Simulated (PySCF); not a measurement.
C2H6O3Si2, SMILES O[Si](O)(O)C#C[SiH3], singlet, PBE0/def2-SVP optimised geometry.

```
13

Si    -2.48    -0.32     0.00
C     -0.65    -0.32     0.00
C      0.58    -0.32     0.00
Si     2.42    -0.33     0.00
O      2.98     0.88     0.97
O      2.97    -1.77     0.56
O      2.98    -0.09    -1.52
H     -2.98    -1.03    -1.22
H     -2.98    -1.03     1.22
H     -2.98     1.08     0.00
H      2.70     1.77     0.77
H      2.69    -2.04     1.44
H      2.70    -0.72    -2.20
```

Density from PySCF with PBE0/def2-TZVP at that geometry.

Minimum of the electron density along straight lines between bonded atoms, close to the bond critical point (lines longer than 1.1 times the sum of covalent radii, or with two minima, are not listed):

```json
[
 {"bond": "Si1–C2", "length / Å": "1.836", "ρ at the minimum / e bohr⁻³": "0.117", "∇²ρ there / e bohr⁻⁵": "0.32", "position (fraction from the first atom)": "0.39"},
 {"bond": "C2–C3", "length / Å": "1.225", "ρ at the minimum / e bohr⁻³": "0.413", "∇²ρ there / e bohr⁻⁵": "(withheld)", "position (fraction from the first atom)": "0.50"},
 {"bond": "C3–Si4", "length / Å": "1.841", "ρ at the minimum / e bohr⁻³": "0.119", "∇²ρ there / e bohr⁻⁵": "(withheld)", "position (fraction from the first atom)": "0.61"},
 {"bond": "Si4–O5", "length / Å": "1.643", "ρ at the minimum / e bohr⁻³": "0.142", "∇²ρ there / e bohr⁻⁵": "0.82", "position (fraction from the first atom)": "0.41"},
 {"bond": "Si4–O6", "length / Å": "1.643", "ρ at the minimum / e bohr⁻³": "0.142", "∇²ρ there / e bohr⁻⁵": "0.82", "position (fraction from the first atom)": "0.41"},
 {"bond": "Si4–O7", "length / Å": "1.643", "ρ at the minimum / e bohr⁻³": "0.142", "∇²ρ there / e bohr⁻⁵": "0.82", "position (fraction from the first atom)": "0.41"},
 {"bond": "Si1–H8", "length / Å": "1.492", "ρ at the minimum / e bohr⁻³": "0.120", "∇²ρ there / e bohr⁻⁵": "0.15", "position (fraction from the first atom)": "0.49"},
 {"bond": "Si1–H9", "length / Å": "1.492", "ρ at the minimum / e bohr⁻³": "0.120", "∇²ρ there / e bohr⁻⁵": "0.15", "position (fraction from the first atom)": "0.49"},
 {"bond": "Si1–H10", "length / Å": "1.492", "ρ at the minimum / e bohr⁻³": "0.120", "∇²ρ there / e bohr⁻⁵": "0.15", "position (fraction from the first atom)": "0.49"},
 {"bond": "O5–H11", "length / Å": "0.961", "ρ at the minimum / e bohr⁻³": "0.354", "∇²ρ there / e bohr⁻⁵": "-2.43", "position (fraction from the first atom)": "0.81"},
 {"bond": "O6–H12", "length / Å": "0.961", "ρ at the minimum / e bohr⁻³": "0.354", "∇²ρ there / e bohr⁻⁵": "-2.43", "position (fraction from the first atom)": "0.81"},
 {"bond": "O7–H13", "length / Å": "0.961", "ρ at the minimum / e bohr⁻³": "0.354", "∇²ρ there / e bohr⁻⁵": "-2.43", "position (fraction from the first atom)": "0.81"}
]
```

### Question
Complete the blanks.

### Answer

- C2–C3, ∇²ρ there / e bohr⁻⁵: -1.27
- C3–Si4, ∇²ρ there / e bohr⁻⁵: 0.29
